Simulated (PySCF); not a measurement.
Computed Raman spectrum (relative Raman activity) of a molecule CH6O2Si2. Geometry optimised at ωB97X-D3(BJ)/def2-SVP. Other conformers were not sampled. Method: ωB97X-D3(BJ)/def2-SVP run with PySCF 2.14.0. Frequencies are harmonic and unscaled.

| ν (cm⁻¹) | relative intensity |
|---|---|
| 412 | 3.0 |
| 458 | 5.5 |
| 466 | 7.1 |
| 552 | 7.0 |
| 666 | 10 |
| 833 | 4.8 |
| 839 | 3.2 |
| 910 | 3.7 |
| 932 | 3.9 |
| 960 | 4.5 |
| 1214 | 2.8 |
| 1475 | 7.5 |
| 2241 | 86 |
| 2252 | 66 |
| 2299 | 100 |
| 3075 | 74 |
| 3133 | 54 |
| 3931 | 34 |

### Question
Pick the molecule that these values belong to.
(A) O[Si@@H]1C[SiH2]O1
(B) O[Si@H]1OC[SiH2]1
(C) C1O[SiH2][SiH2]O1
(D) C1O[SiH2]O[SiH2]1

### Answer
B, O[Si@H]1OC[SiH2]1
